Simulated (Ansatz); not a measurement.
Born–Oppenheimer molecular dynamics of C2H8OSi2 (13 atoms, charge 0, multiplicity 1). It starts from a relaxed structure.

All numbers below come from UKS PBE0/STO-3G in Ansatz.

```json
{"ensemble": "NVT, Nosé–Hoover chain", "time step": "0.25 fs", "steps asked": "321", "set temperature": "2000 K", "thermostat": "time constant 50 fs, chain length 1", "seed": "441905"}
```

Frames 0.5 fs apart, positions in Å, forces in eV/Å.

Velocities at 57.5 fs (Å/ps):

```
C -1.41 -5.58 0.22
Si 1.39 -2.19 0.21
Si 2.77 -1.00 -0.27
C -3.22 -4.97 -6.45
O 1.71 11.08 -2.87
H -20.41 25.08 25.28
H 31.28 23.47 24.52
H 19.83 -36.89 -16.50
H -8.65 1.02 40.39
H -91.30 36.95 -18.98
H 10.79 -33.86 54.09
H 65.36 3.49 -0.09
H -94.86 19.34 12.85
```

```xyz
13
Properties=species:S:1:pos:R:3:forces:R:3 time_fs=57.5 energy_less_start_eV=1.707 T=1451
C -1.805 0.180 0.887 3.83 0.51 -0.76
Si 0.162 0.233 0.432 -1.11 2.06 -0.39
Si 1.328 -1.588 -0.230 1.68 0.92 0.43
C 0.094 1.420 -1.413 -2.41 -0.45 0.74
O -0.263 2.638 -1.487 1.33 -2.36 0.17
H -2.082 -0.839 0.857 -0.95 -1.50 0.10
H -2.169 0.681 1.772 0.44 0.06 0.76
H -2.208 0.702 0.058 -1.13 0.45 -1.25
H 0.888 0.777 1.646 -0.61 -0.12 -1.38
H 1.550 -2.581 0.811 -0.51 -0.07 -0.37
H 2.741 -1.083 -0.456 -1.62 -0.46 -0.05
H 0.790 -2.082 -1.472 0.08 -0.38 0.05
H -0.101 0.719 -2.396 0.97 1.35 1.95
13
Properties=species:S:1:pos:R:3:forces:R:3 time_fs=58.0 energy_less_start_eV=1.746 T=1434
C -1.805 0.177 0.887 3.95 1.13 -0.24
Si 0.163 0.232 0.432 -1.02 2.08 -0.27
Si 1.329 -1.588 -0.230 1.58 1.40 0.32
C 0.092 1.417 -1.416 -2.69 0.13 0.89
O -0.262 2.643 -1.488 1.48 -2.71 0.23
H -2.093 -0.828 0.870 -1.03 -2.03 0.14
H -2.152 0.692 1.785 0.51 -0.13 0.21
H -2.200 0.684 0.048 -1.25 0.61 -1.27
H 0.883 0.778 1.664 -0.69 -0.21 -1.59
H 1.504 -2.563 0.801 -0.37 -0.55 0.09
H 2.745 -1.100 -0.429 -1.49 -0.40 -0.07
H 0.822 -2.081 -1.472 -0.07 -0.46 -0.23
H -0.147 0.730 -2.388 1.09 1.15 1.80
13
Properties=species:S:1:pos:R:3:forces:R:3 time_fs=58.5 energy_less_start_eV=1.785 T=1418
C -1.805 0.175 0.887 3.91 1.55 0.09
Si 0.164 0.231 0.433 -0.97 2.08 -0.22
Si 1.331 -1.589 -0.230 1.42 1.85 0.18
C 0.090 1.415 -1.419 -2.91 0.69 1.11
O -0.261 2.648 -1.490 1.61 -3.00 0.28
H -2.107 -0.823 0.883 -1.03 -2.27 0.19
H -2.135 0.704 1.798 0.56 -0.31 -0.32
H -2.194 0.667 0.035 -1.27 0.67 -1.11
H 0.876 0.777 1.679 -0.73 -0.27 -1.74
H 1.457 -2.546 0.791 -0.27 -1.03 0.57
H 2.745 -1.119 -0.402 -1.29 -0.32 -0.09
H 0.855 -2.081 -1.472 -0.20 -0.53 -0.48
H -0.191 0.744 -2.374 1.16 0.89 1.56
13
Properties=species:S:1:pos:R:3:forces:R:3 time_fs=59.0 energy_less_start_eV=1.813 T=1408
C -1.804 0.172 0.887 3.72 1.70 0.19
Si 0.164 0.231 0.433 -0.94 2.05 -0.24
Si 1.333 -1.589 -0.230 1.20 2.22 0.03
C 0.087 1.412 -1.422 -3.06 1.25 1.42
O -0.260 2.653 -1.491 1.71 -3.22 0.33
H -2.123 -0.822 0.897 -0.92 -2.16 0.23
H -2.116 0.715 1.811 0.57 -0.47 -0.79
H -2.191 0.652 0.020 -1.20 0.63 -0.79
H 0.868 0.777 1.690 -0.73 -0.30 -1.83
H 1.409 -2.531 0.783 -0.21 -1.46 1.00
H 2.741 -1.138 -0.376 -1.01 -0.22 -0.11
H 0.887 -2.082 -1.474 -0.31 -0.58 -0.69
H -0.232 0.760 -2.358 1.19 0.58 1.25
13
Properties=species:S:1:pos:R:3:forces:R:3 time_fs=59.5 energy_less_start_eV=1.828 T=1408
C -1.802 0.171 0.887 3.37 1.55 0.11
Si 0.165 0.230 0.433 -0.95 2.00 -0.33
Si 1.335 -1.589 -0.231 0.93 2.43 -0.07
C 0.083 1.410 -1.425 -3.12 1.78 1.80
O -0.258 2.657 -1.493 1.79 -3.38 0.37
H -2.142 -0.827 0.911 -0.71 -1.73 0.26
H -2.096 0.724 1.822 0.54 -0.59 -1.17
H -2.192 0.639 0.002 -1.07 0.53 -0.35
H 0.857 0.775 1.696 -0.69 -0.31 -1.84
H 1.360 -2.520 0.777 -0.19 -1.79 1.33
H 2.736 -1.158 -0.349 -0.68 -0.12 -0.11
H 0.919 -2.084 -1.477 -0.38 -0.60 -0.84
H -0.271 0.778 -2.338 1.15 0.21 0.85
13
Properties=species:S:1:pos:R:3:forces:R:3 time_fs=60.0 energy_less_start_eV=1.836 T=1414
C -1.799 0.169 0.887 2.92 1.15 -0.13
Si 0.165 0.230 0.433 -0.98 1.92 -0.48
Si 1.337 -1.589 -0.231 0.58 2.45 -0.11
C 0.079 1.408 -1.427 -3.09 2.29 2.25
O -0.256 2.660 -1.494 1.85 -3.46 0.41
H -2.162 -0.836 0.926 -0.40 -1.07 0.26
H -2.074 0.733 1.831 0.48 -0.65 -1.44
H -2.195 0.627 -0.016 -0.89 0.39 0.17
H 0.845 0.773 1.698 -0.62 -0.28 -1.80
H 1.310 -2.513 0.774 -0.19 -1.95 1.48
H 2.729 -1.178 -0.322 -0.29 -0.01 -0.11
H 0.950 -2.088 -1.483 -0.42 -0.58 -0.90
H -0.307 0.796 -2.316 1.05 -0.20 0.39
13
Properties=species:S:1:pos:R:3:forces:R:3 time_fs=60.5 energy_less_start_eV=1.844 T=1419
C -1.796 0.168 0.887 2.41 0.60 -0.44
Si 0.165 0.230 0.433 -1.04 1.82 -0.71
Si 1.339 -1.588 -0.231 0.18 2.25 -0.05
C 0.074 1.407 -1.428 -2.98 2.76 2.74
O -0.254 2.663 -1.495 1.89 -3.48 0.44
H -2.184 -0.847 0.942 -0.03 -0.32 0.23
H -2.051 0.740 1.835 0.38 -0.66 -1.59
H -2.199 0.615 -0.034 -0.70 0.25 0.69
H 0.832 0.770 1.696 -0.51 -0.22 -1.68
H 1.260 -2.511 0.775 -0.19 -1.93 1.44
H 2.721 -1.199 -0.296 0.13 0.10 -0.09
H 0.980 -2.094 -1.490 -0.43 -0.53 -0.88
H -0.341 0.814 -2.293 0.89 -0.62 -0.11
13
Properties=species:S:1:pos:R:3:forces:R:3 time_fs=61.0 energy_less_start_eV=1.861 T=1418
C -1.792 0.166 0.887 1.91 -0.01 -0.80
Si 0.165 0.230 0.432 -1.13 1.69 -1.01
Si 1.341 -1.588 -0.231 -0.30 1.84 0.10
C 0.069 1.406 -1.429 -2.81 3.15 3.22
O -0.251 2.666 -1.496 1.92 -3.45 0.47
H -2.205 -0.859 0.958 0.35 0.41 0.18
H -2.027 0.745 1.837 0.25 -0.61 -1.63
H -2.206 0.604 -0.051 -0.50 0.13 1.16
H 0.817 0.766 1.689 -0.37 -0.14 -1.49
H 1.209 -2.513 0.779 -0.16 -1.73 1.21
H 2.713 -1.219 -0.270 0.56 0.19 -0.05
H 1.010 -2.100 -1.500 -0.42 -0.44 -0.76
H -0.372 0.830 -2.270 0.69 -1.03 -0.60
13
Properties=species:S:1:pos:R:3:forces:R:3 time_fs=61.5 energy_less_start_eV=1.888 T=1410
C -1.788 0.165 0.887 1.45 -0.60 -1.16
Si 0.165 0.230 0.432 -1.24 1.54 -1.37
Si 1.343 -1.587 -0.231 -0.80 1.27 0.31
C 0.062 1.406 -1.430 -2.61 3.42 3.63
O -0.248 2.668 -1.497 1.92 -3.36 0.49
H -2.226 -0.870 0.975 0.72 1.04 0.11
H -2.002 0.749 1.834 0.11 -0.51 -1.55
H -2.214 0.594 -0.064 -0.31 0.04 1.56
H 0.801 0.763 1.679 -0.20 -0.03 -1.22
H 1.158 -2.519 0.786 -0.09 -1.38 0.81
H 2.707 -1.239 -0.243 0.96 0.27 0.00
H 1.038 -2.108 -1.512 -0.39 -0.32 -0.58
H -0.402 0.844 -2.248 0.48 -1.39 -1.03
13
Properties=species:S:1:pos:R:3:forces:R:3 time_fs=62.0 energy_less_start_eV=1.923 T=1397
C -1.783 0.164 0.886 1.06 -1.15 -1.51
Si 0.165 0.230 0.432 -1.38 1.36 -1.79
Si 1.344 -1.586 -0.231 -1.31 0.62 0.53
C 0.056 1.407 -1.430 -2.43 3.55 3.92
O -0.245 2.670 -1.498 1.91 -3.22 0.50
H -2.245 -0.879 0.992 1.04 1.53 0.03
H -1.978 0.752 1.827 -0.04 -0.36 -1.38
H -2.223 0.583 -0.074 -0.14 -0.02 1.85
H 0.785 0.759 1.666 0.00 0.11 -0.89
H 1.106 -2.529 0.795 0.04 -0.95 0.33
H 2.703 -1.258 -0.217 1.28 0.33 0.07
H 1.065 -2.116 -1.525 -0.35 -0.17 -0.33
H -0.431 0.855 -2.229 0.30 -1.65 -1.33
13
Properties=species:S:1:pos:R:3:forces:R:3 time_fs=62.5 energy_less_start_eV=1.958 T=1383
C -1.778 0.162 0.885 0.75 -1.63 -1.83
Si 0.165 0.231 0.431 -1.53 1.17 -2.27
Si 1.346 -1.585 -0.231 -1.75 -0.04 0.75
C 0.049 1.408 -1.429 -2.30 3.51 4.05
O -0.242 2.671 -1.499 1.89 -3.03 0.51
H -2.262 -0.884 1.009 1.31 1.87 -0.05
H -1.952 0.753 1.818 -0.19 -0.16 -1.12
H -2.232 0.573 -0.080 -0.01 -0.03 2.02
H 0.769 0.755 1.651 0.22 0.28 -0.50
H 1.054 -2.541 0.805 0.22 -0.48 -0.17
H 2.702 -1.277 -0.191 1.50 0.35 0.14
H 1.092 -2.125 -1.538 -0.31 -0.02 -0.06
H -0.460 0.862 -2.213 0.19 -1.78 -1.47
13
Properties=species:S:1:pos:R:3:forces:R:3 time_fs=63.0 energy_less_start_eV=1.987 T=1374
C -1.773 0.160 0.884 0.53 -2.03 -2.09
Si 0.165 0.231 0.431 -1.70 0.95 -2.79
Si 1.348 -1.584 -0.231 -2.07 -0.64 0.93
C 0.041 1.410 -1.427 -2.26 3.27 4.00
O -0.238 2.671 -1.500 1.85 -2.80 0.51
H -2.276 -0.885 1.026 1.51 2.05 -0.12
H -1.928 0.755 1.805 -0.33 0.07 -0.79
H -2.241 0.562 -0.081 0.10 0.00 2.08
H 0.753 0.752 1.635 0.45 0.47 -0.06
H 1.002 -2.554 0.815 0.44 -0.04 -0.65
H 2.704 -1.295 -0.163 1.57 0.33 0.20
H 1.118 -2.134 -1.553 -0.27 0.14 0.22
H -0.488 0.864 -2.201 0.19 -1.77 -1.43
```

Of the whole run (80 fs, mean temperature of the second half 1664 K): The conserved energy stayed within 0.21 meV per atom of its start (net change 0.13 meV per atom), so the integration is sound. The mean temperature of the second half is 17 % below the set value. A run of 0.08 ps of so small a system gives no equilibrium averages. Limits of this set-up: minimal basis.

Run time: 12 min on 1 CPU thread of a shared host.
